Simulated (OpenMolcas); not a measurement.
**As3+: effect of the IPEA shift**

```
Program             : OpenMolcas
Basis               : ANO-R1 [5s4p3d1f]
Scalar Hamiltonian  : X2C, finite nucleus
Active space        : 2 electrons in 4 orbitals (4s 4p)
State averaging     : 2S+1 = 3 even, 3 roots; 2S+1 = 1 even, 7 roots; 2S+1 = 3 odd, 3 roots; 2S+1 = 1 odd, 3 roots
Spin-orbit coupling : RASSI with atomic mean-field integrals over the reference wave functions, term energies averaged over their components
```

Methods on the same reference wave functions:
A. CASSCF
B. MS-CASPT2, IPEA 0.25 Eh, imaginary shift 0.1 Eh (closed shells correlated: 3d)
C. MS-CASPT2, IPEA 0.5 Eh, imaginary shift 0.1 Eh (closed shells correlated: 3d)

Energies in cm-1 above 4s2 1S0, the measured ground level; measured values from Moore, Atomic Energy Levels, vol. II, NSRDS-NBS 35 (1971 reprint of NBS Circular 467, 1952).

```json
{"Level": "4s2 1S0", "A": "0.0", "B": "0.0", "C": "0.0", "Measured": "0.0"}
{"Level": "4s 4p 3P* 0", "A": "71323", "B": "72067", "C": "72137", "Measured": ""}
{"Level": "4s 4p 3P* 1", "A": "72437", "B": "73169", "C": "73240", "Measured": "76962"}
{"Level": "4s 4p 3P* 2", "A": "74813", "B": "75557", "C": "75627", "Measured": "79492"}
{"Level": "4s 4p 1P* 1", "A": "119287", "B": "111409", "C": "111875", "Measured": "112022"}
{"Level": "4p2 3P0", "A": "173699", "B": "172652", "C": "172832", "Measured": ""}
{"Level": "4p2 3P1", "A": "175064", "B": "174067", "C": "174245", "Measured": "181468"}
{"Level": "4p2 3P2", "A": "177105", "B": "175644", "C": "175974", "Measured": "184394"}
{"Level": "4p2 1D2", "A": "188686", "B": "179978", "C": "181193", "Measured": ""}
{"Level": "4p2 1S0", "A": "214595", "B": "206846", "C": "207284", "Measured": "211683"}
```

Deviations, from unrounded energies. A percentage is the sum of absolute deviations over the sum of measured energies, with the sign that they share, or ± where signs differ.

```tsv
Against measurement	Levels	A	B	C
mean absolute deviation (cm-1)	6	5500	4900	4600
other configurations (%)	6	±3.9	-3.5	-3.3
```

C lies closest to measurement on these levels and A furthest from it. The largest miss of C in the table is 4p2 3P2, by -8400 cm-1. The ranking rests on the paired levels alone, and a cruder setting can come out closer through cancelling errors.

Between B and C the level of the table that moves most is 4p2 1D2, by 1200 cm-1 (lowest in B, highest in C).

The lowest spin-free term lies below A's lowest term by 0.355 hartree in B, 0.355 hartree in C.

Over all roots computed the reference weight is 0.92 to 0.97 in B; the roots of lowest weight are the least certain, and an intruder state may touch them. The ¹D term of p² mixes with s d, which this space lacks. The basis is small and was not contracted for so high a charge. Measured partners are found by configuration, term and J. A level has none where our copy of the source lacks it or the pairing is in doubt (some pairs that miss far off the trend of their configuration count as doubtful), and it then counts in no deviation. Levels of configurations outside the active space are missing.

* marks odd parity.
